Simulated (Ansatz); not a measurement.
System: sum formula Si2NH6F, net charge 0, singlet state. 
Structure (B3LYP-D3(BJ)/def2-TZVP (Ansatz, an electronic-structure program) minimum search):
SMILES: F[SiH2]N[SiH3]
```xyz
10

Si     0.9495    -0.7784    -0.1917
F      2.0851     0.0322     0.6081
N     -0.3466     0.2221    -0.6831
Si    -1.7785     0.6559     0.2008
H      0.4388    -1.8015     0.7365
H      1.6136    -1.3378    -1.3842
H     -0.2149     0.6993    -1.5657
H     -2.9965     0.3613    -0.5906
H     -1.8004     2.0978     0.5442
H     -1.7744    -0.1491     1.4406
```
Charge 0, spin multiplicity 1.

Dipole moments at this geometry, in debye (magnitudes).

```tsv
level	program	dipole (D)
r2SCAN/def2-TZVPD	Ansatz	1.71
PBE0/def2-TZVPD	Ansatz	1.76
BHLYP/def2-TZVPD	Ansatz	1.81
r2SCANh/def2-TZVPD	Ansatz	1.74
CCSD(T)/aug-cc-pV(D+d)Z	Ansatz	1.75
```
